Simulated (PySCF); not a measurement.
MN15 on Tc (technetium, neutral)

Configuration: [Kr] 4d5 5s2, high-spin 6S determinant. Computed with PySCF 2.14 in aug-cc-pVTZ-DK, with the spin-free X2C one-electron Hamiltonian (Gaussian nucleus).

- Total energy: -4288.05 hartree
- One-electron energy: -5903.75 hartree
- Hartree (Coulomb) energy: 1748.22 hartree
- Exchange-correlation energy: -132.52 hartree
- ⟨S²⟩: 8.7588
- ⟨L²⟩: 0.000
- Sum of ⟨r⟩: 32.80 bohr
- Sum of ⟨r²⟩: 59.25 bohr²
- Langevin diamagnetic susceptibility: -46.9 ×10⁻⁶ cm³/mol
- Time after the integrals: of the order of 15 core-seconds

```
shell  electrons  mean orbital energy (eV)  rms radius, mean of both spins (bohr)
 1s β          1                  -20851.7                                 0.0393
 1s α          1                  -20851.7                                 0.0393
 2s β          1                   -2951.1                                  0.162
 2s α          1                   -2950.9                                  0.162
 2p α          3                   -2663.2                                  0.144
 2p β          3                   -2663.2                                  0.144
 3s α          1                   -508.15                                  0.451
 3s β          1                   -507.46                                  0.451
 3p α          3                   -414.59                                  0.451
 3p β          3                   -414.06                                  0.451
 3d α          5                   -253.88                                  0.437
 3d β          5                   -253.44                                  0.437
 4s α          1                   -77.118                                   1.13
 4s β          1                   -75.323                                   1.13
 4p α          3                   -49.946                                   1.26
 4p β          3                   -46.869                                   1.26
 4d α          5                   -10.198                                   1.86
 5s α          1                    -6.832                                   3.62
 5s β          1                    -5.626                                   3.62
```

Densities and radii are taken from the X2C orbitals without a picture-change correction, which distorts them close to the nucleus.
